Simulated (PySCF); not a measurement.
# Working out the ionisation energy of Mo⁺

Mo⁺ [Kr] 4d5 (6S) → Mo²⁺ [Kr] 4d4 (5D). Calculation: PySCF 2.14, in x2c-SVPall (6s5p5d1f, 53 functions); the spin-free X2C one-electron Hamiltonian (Gaussian nucleus). Frozen: [Kr]. Energies in hartree (1 hartree = 27.21139 eV):

```csv
part,Mo⁺ (lower),Mo²⁺ (upper)
UHF,-4045.594871,-4045.039013
MP2 opposite-spin,0.000000,0.000000
MP2 same-spin,-0.046680,-0.027006
```

Problem. What does Hartree-Fock give?

Solution. (-4045.039013) − (-4045.594871) = 0.555858 hartree = 15.126 eV.

Problem. What do MP2 and SCS-MP2 (6/5 opposite-spin, 1/3 same-spin) give?

Solution. The opposite-spin parts differ by 0.000 eV and the same-spin parts by 0.535 eV. MP2: 15.126 + (0.000) + (0.535) = 15.661 eV. SCS-MP2: 15.126 + 1.2 × (0.000) + (0.535)/3 = 15.304 eV.

Reference: 16.16 ± 0.12 eV (semi-empirical (NIST evaluation); NIST Atomic Spectra Database, ionization energies), between the lowest levels; spin-orbit coupling is absent from the calculation.

A double-zeta basis recovers only part of the correlation energy.

What remains against the reference includes basis incompleteness, the frozen core and correlation beyond second order.
